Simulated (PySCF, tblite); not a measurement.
One entry of a table of gas-phase calculations, keyed by method. Lists by class give the value and the number of equivalent atoms.

```json
{
 "formula": "C3H10O3Si2",
 "smiles": "O=C(O)CO[SiH2]C[SiH3]",
 "charge": 0,
 "multiplicity": 1,
 "geometry_level": "GFN2-xTB",
 "atoms_angstrom": [
  ["O", -2.031, 0.586, -1.308],
  ["C", -2.714, 0.42, -0.336],
  ["O", -4.04, 0.547, -0.344],
  ["C", -2.185, 0.048, 1.026],
  ["O", -0.819, -0.094, 1.062],
  ["Si", 0.296, 0.056, -0.128],
  ["C", 1.859, -0.329, 0.869],
  ["Si", 3.409, -0.378, -0.206],
  ["H", -4.354, 0.788, -1.232],
  ["H", -2.5, 0.828, 1.734],
  ["H", -2.669, -0.891, 1.329],
  ["H", 0.385, 1.416, -0.656],
  ["H", 0.125, -0.942, -1.182],
  ["H", 1.745, -1.284, 1.38],
  ["H", 1.988, 0.416, 1.652],
  ["H", 4.577, -0.713, 0.62],
  ["H", 3.277, -1.392, -1.252],
  ["H", 3.641, 0.924, -0.833]
 ],
 "electronic_structure_code": "PySCF",
 "results": {
  "GFN2-xTB geometry": {
   "rotational_constants_GHz": [5.122, 0.53, 0.488]
  },
  "PBE0/pcSseg-1 ground state and GIAO shieldings, non-relativistic": {
   "dipole_D": 3.44,
   "homo_eV": -7.99,
   "lumo_eV": -0.24,
   "shift_vs_computed_TMS_C_by_class_ppm": [
    [181.0, 1],
    [63.8, 1],
    [-4.9, 1]
   ],
   "shift_vs_computed_TMS_H_by_class_ppm": [
    [6.44, 1],
    [5.26, 2],
    [4.76, 2],
    [3.81, 3],
    [0.06, 2]
   ],
   "shielding_other_nuclei_by_class_ppm": [
    ["O", -87.6, 1],
    ["O", 139.7, 1],
    ["O", 330.2, 1],
    ["Si", 370.3, 1],
    ["Si", 431.1, 1]
   ],
   "charges_hirshfeld_e_by_atom": [-0.22, 0.22, -0.16, 0.01, -0.22, 0.36, -0.26, 0.3, 0.2, 0.06, 0.06, -0.09, -0.09, 0.04, 0.04, -0.08, -0.08, -0.08]
  },
  "GFN2-xTB harmonic vibrations, gas phase": {
   "strongest_ir_bands_cm-1_km_per_mol_modes": [
    [789.6, 364.1, 1],
    [796.3, 330.1, 1],
    [1128.8, 544.0, 1],
    [1798.6, 482.0, 1],
    [2215.2, 376.1, 1],
    [2263.4, 860.1, 1]
   ],
   "zpe_kcal_per_mol": 76.8
  }
 }
}
```

With B = h/(8π²I), that is 505.379 GHz u Å² over I, the principal moments of inertia are 98.7, 954.2 and 1034.6 u Å² (most abundant isotopes). The dipole equals about 11.5 × 10⁻³⁰ C·m (1 D = 3.33564 × 10⁻³⁰ C·m). The zero-point energy, half the sum of the 48 harmonic wavenumbers, equals 26860 cm⁻¹ or 321 kJ/mol. The rotational constants make it an asymmetric top with κ = (2B − A − C)/(A − C) = -0.98, nearer the prolate limit (−1).

 NMR classes are plain means over equivalent atoms (diastereotopic ones count apart unless rotation or inversion swaps them), as if these changed places fast; in this geometry the members of some classes differ.

One conformer stands for the species.
